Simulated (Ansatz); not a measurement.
`C=NBC[SiH3]` + H₂ → `BC[SiH3]` + `C=N` at 400 K and 1 bar (hydrogenolysis of a B–N bond).

Gas-phase electronic energies from Ansatz, PBE0-D4/def2-TZVP geometries. CCSD(T)/CBS adds triple-zeta CCSD(T) − MP2 to the extrapolated MP2 energy (def2 sets, frozen cores). This one scheme is used for every species. One conformer a species, not always the lowest.

| species | CCSD(T)/CBS energy (Eh) | H − E (kJ/mol) | S (J/(mol·K)) |
| --- | --- | --- | --- |
| `C=NBC[SiH3]` | -449.49862 | 287.4 | 395.5 |
| H₂ | -1.17544 | 38.0 | 139.0 |
| `BC[SiH3]` | -356.11784 | 216.8 | 331.5 |
| `C=N` | -94.52360 | 119.4 | 238.9 |

H − E and S are ideal-gas, rigid-rotor, harmonic terms from PBE0-D4/def2-TZVP, for one conformer and one mirror image of each species. The MP2-based limit puts H₂ 0.8 mEh under its directly extrapolated value; such offsets cancel only in part. 1 Eh = 2625.50 kJ/mol, R = 8.31446 J/(mol·K).

Question: By hand: ΔE, ΔH, ΔS and ΔG.

Answer: ΔE = (-356.11784) + (-94.52360) − (-449.49862) − (-1.17544) = 0.03262 Eh = 85.6 kJ/mol. Δ(H − E) = 216.8 + 119.4 − 287.4 − 38.0 = 10.8, so ΔH = 96.4 kJ/mol. ΔS = 331.5 + 238.9 − 395.5 − 139.0 = 35.9 J/(mol·K). ΔG = 96.4 − 400 × (35.9)/1000 = 82.0 kJ/mol.

Question: By hand: the equilibrium constant, and the temperature at which ΔG would vanish if ΔH and ΔS stayed fixed.

Answer: log₁₀ K = −ΔG/(RT ln 10) = -10.7. ΔG = 0 at ΔH/ΔS = 2685 K, far beyond where these terms or the molecules hold.

ΔH outweighs TΔS. A doubt of 5 kJ/mol in ΔE shifts log₁₀ K by 0.7 here. Other conformers and mirror images would add mixing entropy, several J/(mol·K) or more a flexible species. Modes under 60 cm⁻¹, often nearly free rotors, make the harmonic entropy too high. These are equilibria of isolated gas molecules and say nothing of rates. Largest T1 diagnostic: 0.014 (customary marks: 0.02 for closed shells, 0.045 for open ones).
